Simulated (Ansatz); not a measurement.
Basis-set extrapolation for C₂H₈OSi₂, SMILES `O[Si@H]1C[C@@H]1[SiH3]` (PBE0-D4/def2-TZVP geometry, frozen core, Ansatz). Multiplicity 1, RHF reference.

```json
{"": "HF", "def2-TZVPP": "-733.215659", "def2-QZVPP": "-733.241339"}
{"": "MP2 correlation", "def2-TZVPP": "-0.827767", "def2-QZVPP": "-0.887106"}
{"": "CCSD(T) correlation", "def2-TZVPP": "-0.912821", "def2-QZVPP": "not run"}
```

Energies in hartree. Use E(X) = E(∞) + A·exp(−7.88·√X) for Hartree–Fock and E(X) = E(∞) + B·X^(−2.97) for correlation, with X = 3 and 4, and add CCSD(T) minus MP2 of the smaller set to the MP2 limit.

**Question.** What is the CCSD(T) energy at the basis-set limit?

**Answer.** HF limit: -733.241339 + (-0.025680) × 0.13774 = -733.24488. MP2 limit: -0.887106 + (-0.059339) × 0.74074 = -0.93106. Higher-order term: -0.912821 − (-0.827767) = -0.08505. Total: -734.26099 hartree, 3.61 eV below CCSD(T)/def2-TZVPP.
